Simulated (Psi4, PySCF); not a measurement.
The Psi4 input:
```
memory 2 GB

molecule mol {
0 1
Al    0.077495    0.072760    0.005579
C    -1.429124   -1.224157   -0.136255
H    -1.103574   -2.145534   -0.615245
H    -2.255784   -0.816331   -0.712402
H    -1.800166   -1.498175    0.849291
O    -0.039166    1.511442   -0.787356
H    -0.099529    2.338246   -1.240171
O     1.375252   -0.372392    0.916601
H     2.137670   -0.591536    1.429574
}

set {
  basis 6-311g**
  reference rks
  scf_type pk
  puream true
  d_convergence 1e-8
  dft_radial_points 99
  dft_spherical_points 590
}

energy('blyp')
print_variables()
```

Question: Write the same job for PySCF.

Answer: One answer among several that fit: 
```python
from pyscf import gto, scf, dft

mol = gto.M(
    atom='''
Al    0.077495    0.072760    0.005579
C    -1.429124   -1.224157   -0.136255
H    -1.103574   -2.145534   -0.615245
H    -2.255784   -0.816331   -0.712402
H    -1.800166   -1.498175    0.849291
O    -0.039166    1.511442   -0.787356
H    -0.099529    2.338246   -1.240171
O     1.375252   -0.372392    0.916601
H     2.137670   -0.591536    1.429574
''',
    basis='6-311g**',
    charge=0,
    spin=0,
    verbose=4,
)

mf = dft.RKS(mol)
mf.xc = 'blyp'
mf.grids.atom_grid = (99, 590)
mf.grids.prune = None
mf.kernel()
```

Both were run: Psi4 gave -434.113399 Eh and PySCF -434.113399 Eh, 0.000 mEh apart.
